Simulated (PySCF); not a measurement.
**A small calculation by hand: chemical shift, span and skew from a shielding tensor**

Si(Cl)3(vinyl) (C₂H₃Cl₃Si), SMILES C=C[Si](Cl)(Cl)Cl. Atoms are numbered in the order given.

```xyz
9

C     -2.5863    -1.0810     0.0000
C     -1.2771    -1.3739     0.0000
Si     0.0535    -0.0949     0.0000
Cl    -0.7596     1.7971     0.0000
Cl     1.2529    -0.2988    -1.6615
Cl     1.2529    -0.2988     1.6615
H     -2.9438    -0.0463     0.0000
H     -3.3510    -1.8646     0.0000
H     -0.9570    -2.4238     0.0000
```
Charge 0, spin multiplicity 1.

The structure is a stationary point at TPSSh-D3(BJ)/def2-SVP. One conformer was computed; it need not be the lowest.

GIAO shieldings from PBE/pcSseg-1 in PySCF, non-relativistic, no solvent. The symmetric part of the tensor of Si3 has the principal values 290.1, 301.8, 330.3 ppm. The same nucleus in TMS has σ = 335.4 ppm at this level (PySCF, at its B3LYP-D3(BJ)/def2-TZVP geometry). Without spin–orbit terms, shifts of atoms bonded to Cl or Br come out too high.

Q: Work out the isotropic shielding, the ²⁹Si shift against TMS, the span and the skew.

A: 
σ(iso) = (σ11 + σ22 + σ33)/3 = 307.4 ppm. δ = σ(ref) − σ(iso) = 335.4 − (307.4) = 28.0 ppm.
Span Ω = σ33 − σ11 = 40.2 ppm. Skew κ = 3(σ(iso) − σ22)/Ω = 0.42. Tumbling in solution averages the tensor to δ; in a static solid the shielding alone would spread this spin-1/2 line over Ω.
